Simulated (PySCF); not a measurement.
**Correlation energy of Te (tellurium, neutral)**

Starting occupation: [Kr] 4d10 5s2 5p4, 5p1/2 with m_j = -1/2, +1/2, 5p3/2 with m_j = +1/2, +3/2. Computed with PySCF 2.14 in x2c-SVPall-2c with one added diffuse shell each of s, p type (7s9p4d, 54 functions), with X2C-1e with screened-nucleus spin-orbit coupling, Gaussian nucleus. Frozen: [Ar] 3d10; 24 electrons correlated; the 6 highest virtual spinors left out.

MP2 pair energies summed by pair of shells (mhartree):

| pair | energy | share (%) |
| --- | --- | --- |
| 5p-5p | -28.93 | 24.0 |
| 5p-5s | -26.79 | 22.3 |
| 4d-4p | -17.02 | 14.1 |
| 4d-4d | -12.43 | 10.3 |
| 4p-4p | -9.69 | 8.0 |
| 4d-5p | -9.48 | 7.9 |
| 5s-5s | -5.04 | 4.2 |
| 4d-5s | -3.93 | 3.3 |
| 4p-5p | -2.19 | 1.8 |
| 4d-4s | -1.92 | 1.6 |
| 4p-4s | -1.11 | 0.9 |
| 4p-5s | -1.08 | 0.9 |
| 4s-4s | -0.42 | 0.4 |
| 4s-5s | -0.18 | 0.2 |
| 4s-5p | -0.17 | 0.1 |

Total MP2 correlation energy: -120.37 mhartree.

The GHF reference relaxed away from the jj start to a determinant that is no pure jj level (⟨S²⟩ = 1.90, ⟨J²⟩ = 6.02); the energies belong to that determinant.

This basis was not built for core-valence correlation, so the inner-shell part is incomplete.
